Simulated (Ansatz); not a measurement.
```yaml
crystal:
  periodic: [false, false, false]
  atoms:
    - {symbol: O, position_ang: [1.487619, 1.691729, -1.443258]}
    - {symbol: Al, position_ang: [0.481946, 0.652759, -0.579519]}
    - {symbol: O, position_ang: [1.159354, -0.321349, 0.594210]}
    - {symbol: Si, position_ang: [2.106376, -1.117844, 1.644933]}
    - {symbol: O, position_ang: [-1.164406, 0.590976, -0.883935]}
    - {symbol: Si, position_ang: [-2.732403, 0.172478, -0.797456]}
    - {symbol: H, position_ang: [1.157763, 2.271899, -2.127077]}
    - {symbol: H, position_ang: [1.316284, -2.172526, 2.333076]}
    - {symbol: H, position_ang: [2.644488, -0.179199, 2.665229]}
    - {symbol: H, position_ang: [3.244199, -1.759068, 0.933727]}
    - {symbol: H, position_ang: [-3.190000, -0.330033, -2.119843]}
    - {symbol: H, position_ang: [-2.943120, -0.893000, 0.219216]}
    - {symbol: H, position_ang: [-3.547800, 1.358580, -0.424604]}
basis:
  gaussian: {orbitals: STO-3G, fitting: {mean_field: cc-pVTZ-jkfit}}
hamiltonian: {xc: {name: B2GP-PLYP}}
output: {forces: true}
```

```sh
$ ansatz run in.yaml --threads 8 --pin off --events-out ev --progress --plain --max-ram 18278MiB
```

Output, abridged:

```
Functional definition: B2GP-PLYP
810 factors; integrals over basis functions are off by at most 8.5e-4 eV
mean field evaluation 1: about -28230.3705 eV, gradient 3.8e1 eV
mean field evaluation 2: about -28230.3674 eV, gradient 3.8e1 eV
mean field evaluation 4: about -28235.0767 eV, gradient 1.7e0 eV
mean field evaluation 8: about -28235.0881 eV, gradient 1.6e-2 eV
mean field evaluation 16: about -28235.0881 eV, gradient 6.6e-7 eV
mean field -28235.08814955 eV, -1037.6203510659 hartree, gradient 6.6e-7 eV, S^2 0.000000; 0 other end points of the search recorded, 0 dependent functions left out
18 core orbitals not correlated: weight in the atoms' cores, before any rotation towards them, 1.000 or more for the frozen orbitals, at most 0.000 for the correlated occupied ones
reference -28235.08826849 eV, -1037.6203554369 hartree; 18, 18 occupied and 13, 13 virtual orbitals, 810 factors
second order -7.08301534 eV of doubles, -0.00000000 eV of singles
Total energy: -28237.63815402 eV, -1037.7140620016 hartree
Atom 0 at     1.487619     1.691729    -1.443258 Å, force     1.594933    -2.193496     2.663747 eV/Å
Atom 1 at     0.481946     0.652759    -0.579519 Å, force    -0.949507    -0.770805     0.596436 eV/Å
Atom 2 at     1.159354    -0.321349     0.594210 Å, force    -1.012039     1.014670    -1.291991 eV/Å
Atom 3 at     2.106376    -1.117844     1.644933 Å, force     0.378967    -0.054364     0.147143 eV/Å
Atom 4 at    -1.164406     0.590976    -0.883935 Å, force     1.880533     0.379830     0.023511 eV/Å
Atom 5 at    -2.732403     0.172478    -0.797456 Å, force    -0.377679    -0.323017     0.252850 eV/Å
Atom 6 at     1.157763     2.271899    -2.127077 Å, force    -1.766316     1.425157    -1.895560 eV/Å
Atom 7 at     1.316284    -2.172526     2.333076 Å, force     0.636258     0.727684    -0.443106 eV/Å
Atom 8 at     2.644488    -0.179199     2.665229 Å, force    -0.313474    -0.765084    -0.644907 eV/Å
Atom 9 at     3.244199    -1.759068     0.933727 Å, force    -0.744512     0.382780     0.625427 eV/Å
Atom 10 at    -3.190000    -0.330033    -2.119843 Å, force     0.230077     0.347733     0.978753 eV/Å
Atom 11 at    -2.943120    -0.893000     0.219216 Å, force    -0.049303     0.730493    -0.737773 eV/Å
Atom 12 at    -3.547800     1.358580    -0.424604 Å, force     0.492062    -0.901581    -0.274529 eV/Å
Dipole moment:    -0.108473     0.098199    -0.127864 e Å
```

It took 1.1 s on 8 threads of an Arm Neoverse V1 on a shared host, with 0.69 GiB of host memory at the peak.
